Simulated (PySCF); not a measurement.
Zr(F)3(OSiH3) (F3H3OSiZr), SMILES [SiH3][O][Zr]([F])([F])[F], multiplicity 1. Atoms are numbered in the order given.

```xyz
9

Zr     0.0000     0.0000     0.6655
F     -0.2593     1.7870     1.2943
F      1.6772    -0.6690     1.2943
F     -1.4180    -1.1181     1.2943
O      0.0000     0.0000    -1.2644
Si     0.0000     0.0000    -2.9404
H      0.2328    -1.3870    -3.4290
H      1.0848     0.8951    -3.4290
H     -1.3176     0.4919    -3.4290
```
Charge 0, spin multiplicity 1.

Coordinates come from a B3LYP-D3(BJ)/def2-SVP optimisation. The spin state was assumed, not searched. The structure was generated by enumeration; whether it is a known compound was not checked. The def2 effective core potentials stand for the cores of Zr; spin–orbit coupling is left out. One conformer was computed; it need not be the lowest.

These are PBE/def2-TZVP run with PySCF values and carry that method's errors.

Gas-phase values at a fixed geometry.

| Property | Result |
|---|---|
| total energy | -713.15419 hartree |
| point group | C3 |
| highest occupied level | -7.99 eV |
| lowest empty level | -1.89 eV |
| orbital gap | 6.11 eV |
| dipole moment | 1.76 D |
| quadrupole, principal values (traceless, Buckingham form, about the centre of nuclear charge) | -2.72, -2.72, 5.44 D·Å |
| mean static polarisability | 67.2 bohr³ (9.96 Å³) |
| polarisability, principal values | 60.0, 60.0, 81.5 bohr³ |
